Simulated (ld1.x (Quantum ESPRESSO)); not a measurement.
# PBE ultrasoft dataset for Pb (Z = 82), scalar-relativistic all-electron reference.

Pb, ultrasoft, made with ld1.x (Quantum ESPRESSO) 7.5 (PBE, scalar-relativistic). Core [Xe] 4f14, reference 5d10 6s1.5 6p2.5. Waves: 6s (bound): rcut 1.10, rcutus 1.55 bohr; 6s channel at 1.4 Ry: rcut 1.10, rcutus 1.55 bohr; 6p (bound): rcut 1.75, rcutus 2.30 bohr; 6p channel at 4.4 Ry: rcut 1.75, rcutus 2.30 bohr; 5d (bound): rc 0.55 bohr; 5d channel at 1.95 Ry: rc 0.55 bohr. Local part: all-electron potential smoothed inside 2.10 bohr (lloc = -1). Core correction: a·sin(br)/r model core inside 0.50 bohr. Augmentation charge: PSQ, inside the norm-conserving radii.

Question: Is a potential produced?

Answer: No. ld1.x (Quantum ESPRESSO) 7.5 stopped with "chargeps: negative rho": the pseudo-density turned negative during the self-consistent test, most likely because a state had been found with a wrong node count and its wave set to zero before. Before that it printed "Warning: n=3, l=2 expected 0 nodes, found 2".
